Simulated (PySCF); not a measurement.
A structure optimised at PBE0-D3(BJ)/def2-SVP, used in a PySCF frequency run:

```xyz
13

Sn    -0.0215    -0.3857     0.1688
C      1.9133     0.2478    -0.4341
C      2.8273     0.6595     0.4487
O     -1.2764     0.9147    -0.6768
C     -2.6540     0.7655    -0.5361
H     -0.1799    -0.2632     1.8768
H     -0.4746    -1.9376    -0.4160
H      2.1629     0.2362    -1.5014
H      3.8261     0.9870     0.1359
H      2.6284     0.6968     1.5261
H     -3.0024     0.8700     0.5126
H     -3.0332    -0.2090    -0.9095
H     -3.1611     1.5523    -1.1221
```
Charge 0, spin multiplicity 1.

Question: Write its SMILES and formula.

Answer: C=[CH][SnH2][O]C, C₃H₈OSn

Question: What are its rotational constants (standard atomic weights)?

Answer: 6.7822, 1.5423, 1.3553 GHz
